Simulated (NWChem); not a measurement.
Species: CH₅FInN; SMILES [CH3][In]([NH2])[F]

```xyz
9

In    -0.0396    -0.0127    -0.0143
F      1.8503     0.5643     0.0225
C     -0.3848    -2.1193     0.0370
H      0.1007    -2.5791    -0.8348
H     -1.4591    -2.3443     0.0233
H      0.0663    -2.5276     0.9521
N     -1.1776     1.6490     0.0792
H     -2.1337     1.6369    -0.2603
H     -0.7332     2.5303    -0.1607
```
Atoms are numbered in this order, from 1.

Program: NWChem. Geometry: optimised at PBE0/def2-SVP (def2 core potentials past Kr).

### Question
Predict the results for Hartree-Fock/3-21G, non-relativistic. Quantities: highest occupied level (eV); orbital gap (eV); dipole (D).

### Answer
| Quantity | Result |
|---|---|
| highest occupied level (eV) | -10.12 |
| orbital gap (eV) | 12.24 |
| dipole (D) | 3.67 |
